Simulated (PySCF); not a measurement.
## The 1-electron isoelectronic series, non-relativistic

All values are computed (PySCF 2.14, energy differences of UHF-based or UKS calculations, no spin-orbit coupling). Each ion has its own even-tempered basis scaled to its charge (17s8p4d4f3g2h for the first); frozen: nothing. Ionisation energies in eV.

```json
{"ion": "B⁴⁺", "configuration": "1s1 (2S)", "UHF": "340.14", "NIST (with spin-orbit, Breit and QED)": "340.23 (t)"}
{"ion": "Mg¹¹⁺", "configuration": "1s1 (2S)", "UHF": "1959.2", "NIST (with spin-orbit, Breit and QED)": "1962.7 (t)"}
{"ion": "Al¹²⁺", "configuration": "1s1 (2S)", "UHF": "2299.4", "NIST (with spin-orbit, Breit and QED)": "2304.1 (t)"}
{"ion": "P¹⁴⁺", "configuration": "1s1 (2S)", "UHF": "3061.3", "NIST (with spin-orbit, Breit and QED)": "3069.8 (t)"}
{"ion": "K¹⁸⁺", "configuration": "1s1 (2S)", "UHF": "4911.7", "NIST (with spin-orbit, Breit and QED)": "4934.0 (t)"}
{"ion": "Sc²⁰⁺", "configuration": "1s1 (2S)", "UHF": "6000.1", "NIST (with spin-orbit, Breit and QED)": "6033.8 (t)"}
{"ion": "Sr³⁷⁺", "configuration": "1s1 (2S)", "UHF": "19646.6", "NIST (with spin-orbit, Breit and QED)": "20025.3 (t)"}
{"ion": "Cd⁴⁷⁺", "configuration": "1s1 (2S)", "UHF": "31347.5", "NIST (with spin-orbit, Breit and QED)": "32341.6 (t)"}
{"ion": "Dy⁶⁵⁺", "configuration": "1s1 (2S)", "UHF": "59266.4", "NIST (with spin-orbit, Breit and QED)": "63073.23 ± 0.1 (t)"}
{"ion": "Ho⁶⁶⁺", "configuration": "1s1 (2S)", "UHF": "61075.9", "NIST (with spin-orbit, Breit and QED)": "65137.13 ± 0.16 (t)"}
```

Each ion has its own basis, which adds noise of up to about 0.1 % along the series.

NIST values marked (s) are semi-empirical, (t) theoretical. Open shells are high-spin determinants of the terms that Hund's rules give.

All relativistic terms are absent from the calculated values; where these lie close to NIST, scalar and spin-orbit shifts of opposite sign can cancel.
